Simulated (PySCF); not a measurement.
B(H)(vinyl)(OH) (C2H5BO), SMILES C=CBO. Atoms are numbered in the order given.

```xyz
9

B      0.4622    -0.6240     0.0000
H      1.6713    -0.5355     0.0000
C     -0.4273     0.6544     0.0000
C      0.1173     1.8801     0.0000
H     -1.5255     0.5838     0.0000
H     -0.4811     2.7978     0.0000
H      1.2056     2.0091     0.0000
O     -0.0397    -1.8799     0.0000
H     -1.0031    -1.9025     0.0000
```

Geometry optimised at PBE0-D3(BJ)/def2-SVP. One conformer was computed; it need not be the lowest.

Method: M06-2X/def2-TZVPD (PySCF).

The molecule is in vacuum.

Computed frontier levels, gap, dipole moment and polarisability:
The highest occupied level comes out as -9.40 eV. The lowest empty level comes out as -0.32 eV, the orbital gap is 9.08 eV and the dipole moment comes out as 1.95 D. The quadrupole, principal values (traceless, Buckingham form, about the centre of nuclear charge) is -4.04, -2.43, 6.47 D·Å, the mean static polarisability is 45.0 bohr³ (6.67 Å³) and the polarisability, principal values comes out as 32.3, 42.9, 59.9 bohr³.
